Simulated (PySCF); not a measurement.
A structure optimised at PBE-D3(BJ)/def2-SVP, used in a PySCF frequency run:

```
O
C 1 1.4189
H 2 1.1084 1 108.35
H 2 1.1127 3 108.43 1 -121.22
H 2 1.1144 3 108.21 4 -117.17
Si 1 1.6653 2 123.63 3 178.73
H 6 1.4920 1 105.97 2 179.77
H 6 1.5023 7 113.01 1 -122.21
Cl 6 2.0863 7 109.37 8 -118.52
```
Charge 0, spin multiplicity 1.

### Question
Write its SMILES and formula.

### Answer
CO[SiH2]Cl, CH5ClOSi

### Question
What are its rotational constants (standard atomic weights)?

### Answer
8.2930, 2.6170, 2.1300 GHz
